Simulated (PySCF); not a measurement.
Family: H-ended aluminium nitride flakes. Isolated molecules, 0 K electronic values unless said otherwise. Each species was relaxed from one start; no search for lower structures was made at this level. Strings in code marks are SMILES.

The HOMO–LUMO gap from two functionals at the same geometries (B3LYP-D3(BJ)/def2-SVP), both in PySCF: PBE-D3(BJ)/def2-SVP and B3LYP-D3(BJ)/def2-SVP. B3LYP has the VWN-RPA correlation part, as in Gaussian. 

```json
[
 {"species": "aluminium nitride flake of 1 rings (benzene shape) `[NH]1[AlH][NH][AlH][NH][AlH]1`", "B3LYP-D3(BJ)/def2-SVP (eV)": "6.74"},
 {"species": "aluminium nitride flake of 2 rings (naphthalene shape) `[NH]1[AlH][NH][Al]2[NH][AlH][NH][AlH][N]2[AlH]1`", "B3LYP-D3(BJ)/def2-SVP (eV)": "6.08"},
 {"species": "aluminium nitride flake of 4 rings (pyrene shape) `[NH]1[AlH][N]2[AlH][NH][Al]3[NH][AlH][NH][Al]4[NH][AlH][N]([AlH]1)[Al]2[N]34`", "B3LYP-D3(BJ)/def2-SVP (eV)": "5.66"}
]
```

Q: What does PBE-D3(BJ)/def2-SVP give for each?

A: 
- aluminium nitride flake of 1 rings (benzene shape) `[NH]1[AlH][NH][AlH][NH][AlH]1`: 5.14
- aluminium nitride flake of 2 rings (naphthalene shape) `[NH]1[AlH][NH][Al]2[NH][AlH][NH][AlH][N]2[AlH]1`: 4.51
- aluminium nitride flake of 4 rings (pyrene shape) `[NH]1[AlH][N]2[AlH][NH][Al]3[NH][AlH][NH][Al]4[NH][AlH][N]([AlH]1)[Al]2[N]34`: 4.10
Over these rows, drawn at random from the members with no instability flagged (it was tested for open shells, ions and some series alone), PBE minus B3LYP-D3(BJ): mean -1.57 eV, from -1.59 eV to -1.56 eV.
